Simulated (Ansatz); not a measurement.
C₄H₄Se (`C1=CC[Se]C=1`). The species carries charge 0 and has multiplicity 1. Correlated methods include outer-core shells of Se, which these sets cover unevenly. Scalar relativity is left out up to krypton.

```xyz
9

C    -1.0906   -0.8888    0.3947
C    -0.0958   -0.1763    0.9950
C     0.8547    0.6281    0.1729
Se    0.2099    0.5215   -1.6448
C    -1.0273   -0.7168   -0.9743
H    -0.0080   -0.0595    2.0746
H     1.9058    0.3145    0.1820
H     0.8222    1.6654    0.5212
H    -1.5708   -1.2882   -1.7214
```

(1) Give the diagnostics of a CCSD(T)/def2-TZVPP run (frozen core, the Gaussian-basis code of Ansatz). (Best estimate.)

Results:

(1) The calculation gave: T1 = 0.0334, largest single amplitude 0.146, largest double 0.077, (T) share of the correlation energy 5.4 %, 16 CCSD cycles. The RHF solution is unstable towards an unrestricted one. T1 lies over the customary mark of 0.02 for closed shells.
